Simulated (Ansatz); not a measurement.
System: sum formula SnOCl2, net charge 0, singlet state. 
Structure (B3LYP-D3(BJ)/def2-TZVP (Ansatz, a quantum-chemistry and plane-wave program) minimum search):
```
Sn
O 1 1.8263
Cl 1 2.3200 2 128.14
Cl 1 2.3200 2 128.14 3 180.00
```

CCSD(T) with Ansatz in growing basis sets, 24 correlated electrons. Valence correlation only, unless marked. Open shells are spin-unrestricted. Spin-orbit coupling is left out. Frozen are the shells of the preceding noble gas and the d and f shells that filled before the atom's block. In def2 rows, elements after Kr have scalar-relativistic effective core potentials. Costs are ratios of core time to the smallest set, on shared machines of one kind, and rough; they hold the program's checks for lower states.

```csv
basis,functions,cost over smallest,E(corr) (Eh),electronic atomisation energy (kcal/mol)
def2-SVPD,109,1×,-0.6235,213.7
def2-TZVPPD,198,3×,?,?
```

Q: What does the step to def2-TZVPPD buy, and how does its cost grow by formal scaling?

A: Formally CCSD grows as o²v⁴ and (T) as o³v⁴; with o = 12 and v going from 77 to 166 both grow 22-fold in the last step, while integrals and the mean field grow more slowly. That step adds 162.7 mEh of correlation energy and 20.7 kcal/mol to the atomisation energy. Row: E(corr) (Eh) -0.7862, electronic atomisation energy (kcal/mol) 234.4.
